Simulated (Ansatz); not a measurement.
```yaml
crystal:
  periodic: [false, false, false]
  atoms:
    - {symbol: C, position_ang: [0.326342, -1.575744, 0.843181]}
    - {symbol: O, position_ang: [0.922332, -0.423481, 0.260484]}
    - {symbol: C, position_ang: [1.953163, -0.736091, -0.669702]}
    - {symbol: Al, position_ang: [-0.241127, 1.158374, -0.145764]}
    - {symbol: C, position_ang: [-1.340469, 0.446190, -1.625182]}
    - {symbol: C, position_ang: [-1.118693, 1.441636, 1.598149]}
    - {symbol: H, position_ang: [1.092349, -2.156697, 1.362375]}
    - {symbol: H, position_ang: [-0.149734, -2.188736, 0.072460]}
    - {symbol: H, position_ang: [-0.419498, -1.226620, 1.554112]}
    - {symbol: H, position_ang: [2.334144, 0.211483, -1.045583]}
    - {symbol: H, position_ang: [1.552423, -1.333234, -1.493889]}
    - {symbol: H, position_ang: [2.746022, -1.287610, -0.158685]}
    - {symbol: H, position_ang: [0.955325, 2.151320, -0.556271]}
    - {symbol: H, position_ang: [-0.745634, 0.128217, -2.488660]}
    - {symbol: H, position_ang: [-1.963542, -0.403775, -1.323647]}
    - {symbol: H, position_ang: [-2.029334, 1.214393, -1.994793]}
    - {symbol: H, position_ang: [-0.410469, 1.429078, 2.433781]}
    - {symbol: H, position_ang: [-1.910843, 0.717937, 1.819419]}
    - {symbol: H, position_ang: [-1.594458, 2.429060, 1.614617]}
basis:
  gaussian: {orbitals: 6-31G, fitting: {mean_field: def2-universal-jkfit}, point_charges: [{charge: 0.50, position_ang: [6.490, 0.977, -0.931]}]}
hamiltonian: {xc: {name: HSE06}}
scf: {lower_state_search: light}
```

```sh
$ ansatz run in.yaml --threads 8 --pin off --events-out ev --progress --plain --max-ram 18278MiB
```

Shortened log:

```
Functional definition: HSE06
739 factors; integrals over basis functions are off by at most 7.9e-2 eV
739 factors; integrals over basis functions are off by at most 1.8e-7 eV
mean field evaluation 1: about -12979.6745 eV, gradient 6.7e1 eV
mean field evaluation 2: about -12975.3982 eV, gradient 7.4e1 eV
mean field evaluation 4: about -12990.3835 eV, gradient 3.6e0 eV
mean field evaluation 8: about -12990.4018 eV, gradient 2.1e-2 eV
mean field -12990.40183074 eV, -477.3884620691 hartree, gradient 6.4e-5 eV, S^2 0.000000; 0 other end points of the search recorded, 0 dependent functions left out
reference -12990.40186812 eV, -477.3884634428 hartree; 29, 29 occupied and 55, 55 virtual orbitals, 739 factors
Total energy: -12990.40186812 eV, -477.3884634428 hartree
```

It took 0.85 s on 8 threads of an Intel Xeon Platinum 8259CL on a shared host, with 0.75 GiB of host memory at the peak.
